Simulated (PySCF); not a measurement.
# How methods differ on the interval between two levels of Ca

Ca [Ar] 4s2 → Ca [Ar] 4s1 4p1 [3P2, M_J = 2], as a difference of total energies. All numbers are calculated (PySCF 2.14, the two-component X2C-1e Hamiltonian, in x2c-TZVPall-2c (6s7p3d, 42 functions)). Correlated levels: [Ne] frozen; the 6 highest virtual spinors dropped. "Screened" scales the spin-orbit matrix elements by Boettger's factors to mimic the two-electron term; Breit and QED terms are absent.

```tsv
method	interval between two levels (cm⁻¹)	error (cm⁻¹)
GHF (spin-free)	8756.1	-6560
GMP2 (spin-free)	14332	-984
GHF (screened spin-orbit)	8808.9	-6507
GMP2 (screened spin-orbit)	14387	-929
```

Reference: 15316 cm⁻¹ (measured; NIST Handbook of Basic Atomic Spectroscopic Data (Sansonetti and Martin, J. Phys. Chem. Ref. Data 34, 1559 (2005))).

Errors of the correlated levels include the incompleteness of this basis and the frozen core.

The labels give the starting determinants; with spin-orbit coupling the two ends relaxed to ⟨J²⟩ = 0.00, ⟨L²⟩ = 0.00, ⟨S²⟩ = 0.00 and ⟨J²⟩ = 6.02, ⟨L²⟩ = 2.02, ⟨S²⟩ = 2.00.
